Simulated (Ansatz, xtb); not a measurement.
## Loss of H2: C2H9NSi → C2H7NSi + H2

Species: C2H9NSi `CC[SiH2]N`, singlet; C2H7NSi `CC[Si]N`, singlet; H2 (hydrogen), singlet. 

Shapes, held fixed at every level: PBE0-D4/def2-TZVP. Flexible molecules stand in one conformer, not always the lowest. Programs: Ansatz 0.2.0, xtb 6.7.1. The zero-point and thermal change to 298 K, harmonic and unscaled (PBE0-D4/def2-TZVP), is -11.3 kJ/mol.

```
                level                   kind  ΔH(298 K) (kJ/mol)  less CCSD(T)/CBS estimate  CPU time (sum over the molecules)
             GFN0-xTB         semi-empirical              +213.9                      +50.8                              0.1 s
        HF/def2-TZVPP           Hartree–Fock              +184.9                      +21.8                                  –
     SPW92/def2-TZVPP                    LDA              +171.4                       +8.3                              8.4 s
   PBE0-D4/def2-TZVPP          global hybrid              +170.2                       +7.1                               17 s
r2SCAN0-D4/def2-TZVPP          global hybrid              +180.9                      +17.8                               30 s
         MP2/def2-SVP    perturbation theory              +165.0                       +1.9                                  –
   CCSD(T)/def2-TZVPP  coupled cluster or CI              +161.2                       -1.9                              9 min
 CCSD(T)/CBS estimate  coupled cluster or CI              +163.1                        0.0                             12 min
```

The highest level, CCSD(T)/CBS estimate, gives ΔH(298 K) = +163.1 kJ/mol; the levels span +161.2 to +213.9. The column of differences is taken from that level and isn't an error. No measured value is set beside it here. The CBS estimate extrapolates MP2 from def2-TZVPP and def2-QZVPP and adds CCSD(T) − MP2 in the triple-zeta set, cores frozen; for H2 it overshoots the exact energy by about 1 mEh. Times are processor times on shared x86 and Arm servers, and rough.
